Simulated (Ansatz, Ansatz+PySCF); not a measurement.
| atom | x (Å) | y (Å) | z (Å) |
| --- | --- | --- | --- |
| Sc | 0.0000 | 0.0000 | 0.0000 |
| F | 1.9679 | 0.0000 | 0.0000 |
| F | -0.9839 | 1.7043 | 0.0000 |
| F | -0.9839 | -1.7043 | 0.0000 |

RHF on singlet ScF₃ was run in several spherical basis sets with Ansatz (development build ahead of 0.2.0). Caution for RHF: no unrestricted run beside it, a lower state can exist.

**Question.** Rank the basis sets by the total energy that they give, lowest first, with the distance from the lowest.
A. 6-31G(d)
B. def2-SVP
C. cc-pVDZ
D. def2-TZVP
E. cc-pVTZ

**Answer.** E (0.00 eV), D (0.04 eV), C (2.76 eV), A (5.50 eV), B (13.25 eV).

Totals follow the description of the cores as much as that of the bonds, so this order isn't one of quality for chemistry.
